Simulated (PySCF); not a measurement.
**B(2+) (boron, charge +2) across methods**

[He] 2s1, 2S determinant. Calculation: PySCF 2.14, in x2c-TZVPPall with one added diffuse shell each of s, p, d type (6s4p3d1f, 40 functions); the spin-free X2C one-electron Hamiltonian (Gaussian nucleus).

```json
{"method": "UHF", "E (hartree)": "-23.38200", "mean ε 1s α (eV)": "-240.63", "mean ε 1s β (eV)": "-238.91", "mean ε 2s α (eV)": "-37.825", "Σ⟨r²⟩ (bohr²)": "3.413", "⟨S²⟩": "0.750"}
{"method": "revPBE", "E (hartree)": "-23.4375", "mean ε 1s α (eV)": "-211.39", "mean ε 1s β (eV)": "-210.67", "mean ε 2s α (eV)": "-32.677", "Σ⟨r²⟩ (bohr²)": "3.381", "⟨S²⟩": "0.750"}
{"method": "wB97X", "E (hartree)": "-23.4544", "mean ε 1s α (eV)": "-219.78", "mean ε 1s β (eV)": "-219.38", "mean ε 2s α (eV)": "-36.443", "Σ⟨r²⟩ (bohr²)": "3.399", "⟨S²⟩": "0.750"}
{"method": "PBE", "E (hartree)": "-23.3943", "mean ε 1s α (eV)": "-211.24", "mean ε 1s β (eV)": "-210.44", "mean ε 2s α (eV)": "-32.649", "Σ⟨r²⟩ (bohr²)": "3.383", "⟨S²⟩": "0.750"}
{"method": "PBE0", "E (hartree)": "-23.4049", "mean ε 1s α (eV)": "-218.77", "mean ε 1s β (eV)": "-217.76", "mean ε 2s α (eV)": "-34.050", "Σ⟨r²⟩ (bohr²)": "3.384", "⟨S²⟩": "0.750"}
{"method": "r2SCAN", "E (hartree)": "-23.4301", "mean ε 1s α (eV)": "-214.27", "mean ε 1s β (eV)": "-213.64", "mean ε 2s α (eV)": "-32.889", "Σ⟨r²⟩ (bohr²)": "3.385", "⟨S²⟩": "0.750"}
{"method": "CAM-B3LYP", "E (hartree)": "-23.4181", "mean ε 1s α (eV)": "-219.62", "mean ε 1s β (eV)": "-218.74", "mean ε 2s α (eV)": "-35.494", "Σ⟨r²⟩ (bohr²)": "3.374", "⟨S²⟩": "0.750"}
{"method": "LDA", "E (hartree)": "-23.1410", "mean ε 1s α (eV)": "-209.22", "mean ε 1s β (eV)": "-208.43", "mean ε 2s α (eV)": "-32.359", "Σ⟨r²⟩ (bohr²)": "3.408", "⟨S²⟩": "0.750"}
{"method": "PBEsol", "E (hartree)": "-23.2711", "mean ε 1s α (eV)": "-210.04", "mean ε 1s β (eV)": "-209.29", "mean ε 2s α (eV)": "-32.454", "Σ⟨r²⟩ (bohr²)": "3.395", "⟨S²⟩": "0.750"}
```
